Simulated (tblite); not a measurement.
Species: C3H8GeO2Si.
SMILES with atom numbers: `[O:1]=[C:2]1[CH2:3][C@H:4]([O:5][SiH3:6])[GeH2:7]1` (hydrogens: H8, H9 on C3; H10 on C4; H11, H12, H13 on Si6; H14, H15 on Ge7)

Computed with GFN2-xTB (tblite), gas phase: L-BFGS steps from a force-field or distance-geometry start until the largest atomic force falls under 0.01 eV/Å.

Step 20: E = -606.3808 eV
```
atom  x, y, z in Å  |  force x, y, z in eV/Å
O1     -2.7228    1.9511    0.6056    0.040   0.040   0.031
C2     -1.9381    1.0794    0.4022    0.004  -0.027  -0.011
C3     -0.4409    1.0438    0.6134   -0.001   0.018   0.006
C4     -0.0725   -0.3982    0.2137   -0.014   0.006   0.042
O5      0.8421   -0.4371   -0.8518    0.061  -0.002   0.146
Si6     2.4524   -0.3450   -0.6126   -0.016  -0.011  -0.008
Ge7    -1.9994   -0.8501   -0.2700    0.146   0.025   0.018
H8     -0.1562    1.3171    1.6306   -0.089  -0.044   0.031
H9      0.0478    1.7606   -0.0499   -0.075  -0.005  -0.075
H10     0.3334   -0.9535    1.0670   -0.027   0.005  -0.029
H11     2.7980    0.8641    0.1526    0.004  -0.038  -0.073
H12     2.8808   -1.5005    0.1853    0.025   0.017  -0.036
H13     2.9258   -0.3340   -1.9845   -0.038  -0.006   0.008
H14    -2.6482   -1.9345    0.5641   -0.042  -0.016   0.072
H15    -2.3066   -1.2552   -1.6876    0.023   0.037  -0.122
```

Step 21: E = -606.3840 eV
```
atom  x, y, z in Å  |  force x, y, z in eV/Å
O1     -2.7280    1.9521    0.6076    0.070  -0.012   0.016
C2     -1.9437    1.0798    0.4017    0.064   0.000   0.008
C3     -0.4438    1.0451    0.6159   -0.002   0.008  -0.003
C4     -0.0741   -0.3988    0.2176   -0.010   0.029   0.057
O5      0.8467   -0.4389   -0.8430    0.050   0.004   0.176
Si6     2.4590   -0.3453   -0.6123   -0.098  -0.023  -0.037
Ge7    -2.0002   -0.8513   -0.2733    0.147   0.047   0.006
H8     -0.1575    1.3215    1.6340   -0.113  -0.059  -0.031
H9      0.0484    1.7582   -0.0513   -0.111  -0.024  -0.041
H10     0.3240   -0.9554    1.0746   -0.017   0.018  -0.050
H11     2.8132    0.8616    0.1462    0.009   0.010  -0.046
H12     2.8923   -1.4974    0.1826    0.041  -0.024  -0.012
H13     2.9130   -0.3354   -1.9897   -0.015  -0.007  -0.012
H14    -2.6525   -1.9337    0.5631   -0.036  -0.007   0.052
H15    -2.3013   -1.2541   -1.6956    0.022   0.040  -0.083
```

Question: Estimate the geometry and energy of step 22. (The exact step hangs on the optimiser's Hessian estimate; all steps are aligned on step 21, rigid shifts and turns removed.)

Answer: E = -606.3875 eV, largest force 0.157 eV/Å
```
atom  x, y, z in Å  |  force x, y, z in eV/Å
O1     -2.7331    1.9526    0.6101    0.093  -0.058   0.002
C2     -1.9492    1.0801    0.4012    0.106   0.022   0.022
C3     -0.4472    1.0468    0.6187   -0.006  -0.008  -0.010
C4     -0.0763   -0.3987    0.2233    0.003   0.046   0.067
O5      0.8523   -0.4411   -0.8297    0.016   0.009   0.153
Si6     2.4653   -0.3461   -0.6125   -0.133  -0.032  -0.050
Ge7    -1.9984   -0.8520   -0.2771    0.093   0.040  -0.018
H8     -0.1611    1.3253    1.6375   -0.123  -0.059  -0.077
H9      0.0470    1.7550   -0.0539   -0.133  -0.032  -0.004
H10     0.3126   -0.9577    1.0825    0.000   0.023  -0.037
H11     2.8311    0.8589    0.1376    0.014   0.059  -0.017
H12     2.9066   -1.4942    0.1789    0.056  -0.064   0.010
H13     2.8980   -0.3372   -1.9956    0.003  -0.011  -0.033
H14    -2.6578   -1.9323    0.5634   -0.017   0.019   0.012
H15    -2.2942   -1.2513   -1.7064    0.027   0.044  -0.020
```

The energy changes by -0.0036 eV. The first-order estimate −F·Δx gives -0.0048 eV and the mean of the old and new forces, exact on a quadratic surface, -0.0036 eV. The step makes an angle of 72° with the force vector and moves no atom by more than 0.020 Å.

The cost below is that of the whole relaxation. The run took 1.1 s of wall time on Arm Neoverse N1, one thread, on a shared host.
